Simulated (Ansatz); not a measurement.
Q: Predict a relaxed structure of Ga(PH3)Cl3 (GaPH₃Cl₃), charge 0, singlet, at r2SCAN-D4/def2-SVP (Ansatz).

A: 
```tsv
atom	x (Å)	y (Å)	z (Å)
Ga1	0.2893	-0.5414	-1.2011
P2	-0.2447	0.4627	1.0122
H3	0.7664	1.2258	1.6458
H4	-0.5875	-0.4296	2.0573
H5	-1.3321	1.3679	1.0785
Cl6	2.0353	-1.6960	-0.6633
Cl7	0.6132	1.2458	-2.3707
Cl8	-1.5399	-1.6352	-1.5587
```
 This is one stationary point.
